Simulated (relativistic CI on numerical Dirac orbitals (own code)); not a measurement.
## Re³⁺: 4d photoemission

Computed with this model: Dirac-Coulomb-Breit CI, orbitals from a KLI potential per configuration, QED by a radiative potential, valence Slater integrals scaled by 0.8, multiplet model of photoemission in the sudden approximation; configurations [Xe] 4f14 5d4 → [Kr] 4d9 4f14 5s2 5p6 5d4; 300 K; Lorentzian 3.5 eV and Gaussian 0.6 eV FWHM. Energies are those of the free ion, without screening or charge transfer. The energies are binding energies and can lie tens of eV above those of solids. S is read from ⟨S²⟩ = S(S + 1).

free ion: ground-state S = 1.78, centroid 310.02 eV. Peaks (eV, height): 304.4 (100), 318.4 (65).

Strongest unbroadened transitions for free ion:

```
Energy (eV)  Relative strength
     304.20              100.0
     304.96                0.8
     305.39               10.5
     305.59                0.1
     306.17                0.2
     306.40                0.8
     306.54                0.4
     309.13                1.0
     309.30                0.7
     310.33                0.5
     310.68                0.2
     318.15               15.6
     318.54               44.0
     319.29               12.7
     320.22                0.5
     322.88                0.2
     323.30                0.1
     323.35                0.3
```
